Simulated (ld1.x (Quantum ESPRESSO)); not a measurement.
**What one change does to a pseudopotential (carbon (C), TM)**

C (Z = 6), norm-conserving Troullier–Martins (Kleinman–Bylander form), made with ld1.x (Quantum ESPRESSO) 7.5 (BLYP, scalar-relativistic). Core [He], reference 2s1.75 2p2.25. Waves: 2s (bound): rc 1.00 bohr; 2p (bound): rc 1.40 bohr. Local part: all-electron potential smoothed inside 0.75 bohr (lloc = -1). Core correction: Bessel-smoothed model core inside 0.55 bohr.

Change: core correction Bessel-smoothed model core inside 0.72 bohr.

Cutoffs: the cutoffs (Ry, on a coarse ladder) from which the occupation-weighted sum of valence levels, in a spherical-Bessel basis at the reference potential, stays within 10 and 1 mRy of its value at 400 Ry; they do not see the model core or the augmentation charge, which bear on the density cutoff. Errors are all-electron minus pseudo energies relative to the spin-unpolarised reference configuration.

Question: How do hardness, ghosts and transferability respond?

Answer: The potential gets neither clearly harder nor softer (50 Ry and 90 Ry → 50 Ry and 90 Ry); of the 7 tests that both files solve, the error grows in 4 and shrinks in 0 by more than 15 % and 0.3 meV (median size 1.8 → 2.3 meV); neither file shows a bound ghost. A wider model core is smoother and lowers the density cutoff, which this test does not measure.

```tsv
quantity	base	changed
cutoff, loose	50 Ry	50 Ry
cutoff, tight	90 Ry	90 Ry
bound ghosts	none	none
error for 2s2 2p2, meV [ΔE -2.09 eV]	+0.4	+0.4
error for 2s2 2p1, meV [ΔE 8.73 eV]	+8.1	+10
error for 2s2 2p0, meV [ΔE 32.91 eV]	+73	+93
error for 2s1 2p2, meV [ΔE 17.38 eV]	+1.1	+1.3
error for 2s0 2p4, meV [ΔE 14.71 eV]	+18	+22
error for 2s2 2p1.5, meV [ΔE 1.85 eV]	+1.8	+2.3
error for 2s2 2p2.3, meV [ΔE -3.24 eV]	+0.2	+0.2
s: phases at 1.55 bohr within 0.05 rad from the reference energy up to (Ry; the scan ends near 5)	to the end of the scan	to the end of the scan
p: phases at 1.55 bohr within 0.05 rad from the reference energy up to (Ry; the scan ends near 5)	to the end of the scan	to the end of the scan
```
